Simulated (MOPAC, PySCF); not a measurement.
Homolysis of single bonds, series acetyl-X. All species are isolated molecules in the gas phase. One relaxed conformer stands for each flexible species; it need not be the lowest. Strings in code marks are SMILES.

Quantity: electronic energy of isomers of C2NO, doublet states, relative to `N#C[C]=O`, in kJ/mol. Semi-empirical values (MOPAC) are differences of heats of formation.

Level 1: B3LYP/6-31G* // PBE-D3(BJ)/def2-TZVP (PySCF)
Level 2: M06-2X/6-31G* // PBE-D3(BJ)/def2-TZVP (PySCF)
Level 3: PBE/6-31G* // PBE-D3(BJ)/def2-TZVP (PySCF)
Level 4: PM3 // PBE-D3(BJ)/def2-TZVP (MOPAC)

```json
[
 {"species": "`[C-]#[N+][C]=O`", "level 1": "70.6", "level 2": "61.1", "level 3": "79.6", "level 4": "101.0"}
]
```
